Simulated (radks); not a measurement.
The selenium anion Se2-, [Kr], held by a Watson sphere: a shell of charge +1.79 at radius R that stands for the Madelung well of a crystal (potential energy -1.79/R inside, -1.79/r outside, in hartree with lengths in bohr). Calculated with a radial shooting solver on a logarithmic mesh with Libxc functionals: scalar-relativistic Kohn-Sham, PBE, spin-unpolarised, spherical densities, finite nucleus; Fermi nuclear charge, rms radius of each element as measured or else 0.836 A^(1/3) + 0.57 fm. Response by self-consistent Sternheimer equations with the Hartree and adiabatic LDA kernel, the relativistic mass of each level held fixed and spin-orbit coupling left out. The sphere does not respond.

R (bohr)  e(3d) (eV)  e(4s) (eV)  e(4p) (eV)  <r> 4p (bohr)  sum of <r^2> (bohr^2)  X-ray form factor at sin(theta)/lambda = 0.2 1/angstrom  alpha (bohr^3)
2.18         -49.877     -16.487      -6.114          2.313                  53.96                                                   27.180           33.67
2.72         -49.276     -15.275      -5.351          2.450                  59.22                                                   26.991           44.55
2.75         -49.251     -15.215      -5.307          2.458                  59.51                                                   26.984           45.27
3.29         -48.840     -14.261      -4.522          2.580                  64.60                                                   26.895           60.60
3.44         -48.728     -14.033      -4.314          2.611                  65.98                                                   26.882           65.69
4.21         -48.157     -13.060      -3.351          2.755                  72.78                                                   26.860           98.61
4.32         -48.078     -12.943      -3.229          2.773                  73.73                                                   26.860           104.4
5.3          -47.440     -12.095      -2.305          2.920                  82.12                                                   26.874           172.4
